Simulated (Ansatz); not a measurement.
Breaking a bond: C4H12Cl2In2, singlet. The In1–C17 bond (In1 also carries C, Cl, Cl; C17 carries H, H, H) is stretched with both fragments frozen at the PBE0/def2-SVP, def2 effective core potentials past Kr optimised geometry.

Level of theory: unrestricted PBE0/def2-SVP, def2 effective core potentials past Kr (Ansatz, a first-principles code).

Q: Relative to R = 2.14 Å, what are the energies at R = 1.88, 2.30, 2.58, 3.11 Å?

A: 65.0 kJ/mol at 1.88 Å, 12.3 kJ/mol at 2.30 Å, 69.1 kJ/mol at 2.58 Å, 196.4 kJ/mol at 3.11 Å.

The unrestricted determinant behind UKS-PBE0 is spin-contaminated at 3.52 to 6.22 Å (<S²> up to 1.0, against 0.00 for a pure singlet).
